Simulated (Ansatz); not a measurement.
Gas-phase electronic energies from Ansatz, PBE0-D4/def2-TZVP geometries. CCSD(T)/CBS adds triple-zeta CCSD(T) − MP2 to the extrapolated MP2 energy (def2 sets, frozen cores). DFT in def2-TZVPP. For Ge outer-core shells are correlated without core-valence functions, which leaves a few kJ/mol of doubt a bond. Scalar relativity is left out up to krypton. One conformer a species, not always the lowest.

Consider the ligand exchange at the Si–C bond: `O[SiH](O)C[SiH2]F` + `[NH2][GeH2][OH]` → `[OH][GeH2][NH][SiH](O)O` + `C[SiH2]F`.

```tsv
level	ΔE (kcal/mol)
ωB97M-V	-18.9
B2PLYP	-19.6
MP2/def2-TZVPP	-19.9
SCS-MP2/def2-QZVPP	-19.7
```

Q: What does CCSD(T)/CBS give? (Best estimate.)

A: Ansatz gave: -19.2 kcal/mol. The listed levels differ from it by 0.3, -0.4, -0.7, -0.5 kcal/mol.

Largest T1 diagnostic among the species: 0.012.
